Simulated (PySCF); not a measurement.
F$_{3}$OTa (SMILES [O]=[Ta]([F])([F])[F]), singlet, geometry from GFN2-xTB (such geometries of metal compounds can be far from the true shape) (core potentials on Ta). Base run: DF-B3LYP/def2-TZVP in PySCF.

PySCF was given this input:
```python
from pyscf import gto, scf, dft

mol = gto.M(
    atom='''
Ta    0.016939    0.009075   -0.019553
O     1.067821    0.572063   -1.232560
F     0.970074   -0.956009    1.218615
F    -1.269464   -1.064294   -0.771854
F    -0.787181    1.438195    0.807440
''',
    basis='def2-tzvp',
    ecp={'Ta': 'def2-tzvp'},
    charge=0,
    spin=0,
    verbose=4,
)

mf = dft.RKS(mol)
mf.xc = 'b3lyp'
mf = mf.density_fit(auxbasis='def2-universal-jkfit')
mf.kernel()
mf.analyze()
```

Variants of this job, named by their change:

```csv
change,E (Eh),HOMO (eV),HOMO-LUMO gap (eV),dipole (D),core-seconds (rough)
base,-432.25151,-9.90,8.25,1.73,10
"functional = lda,vwn",-429.72784,-8.81,6.23,1.65,10
"functional = pw91,pw91",-432.20769,-8.58,6.27,1.66,20
functional = o3lyp,-432.17463,-9.22,7.49,1.66,10
functional = tpssh,-432.21408,-9.22,7.46,1.74,20
functional = pbe; dispersion = d4,-431.92265,-8.51,6.28,1.66,30
functional = pbe0,___,___,___,1.73,10
functional = mn12l,-431.58896,-8.88,7.24,1.95,20
functional = blyp; dispersion = d3zero,___,___,6.23,___,20
functional = m062x,-431.98368,-11.90,11.31,1.73,20
functional = pbe,-431.91922,-8.51,6.28,1.66,20
functional = wb97x_v,___,___,___,___,200
functional = tpss,___,___,___,___,20
```

Problem. Some entries are withheld; supply them.

Solution. 
- functional = pbe0, E (Eh): -431.85302
- functional = pbe0, HOMO (eV): -10.18
- functional = pbe0, HOMO-LUMO gap (eV): 8.82
- functional = blyp; dispersion = d3zero, E (Eh): -432.20942
- functional = blyp; dispersion = d3zero, HOMO (eV): -8.40
- functional = blyp; dispersion = d3zero, dipole (D): 1.68
- functional = wb97x_v, E (Eh): -432.07078
- functional = wb97x_v, HOMO (eV): -12.63
- functional = wb97x_v, HOMO-LUMO gap (eV): 13.51
- functional = wb97x_v, dipole (D): 1.83
- functional = tpss, E (Eh): -432.27519
- functional = tpss, HOMO (eV): -8.57
- functional = tpss, HOMO-LUMO gap (eV): 6.46
- functional = tpss, dipole (D): 1.71

Absolute energies of different levels of theory aren't comparable as measures of quality.
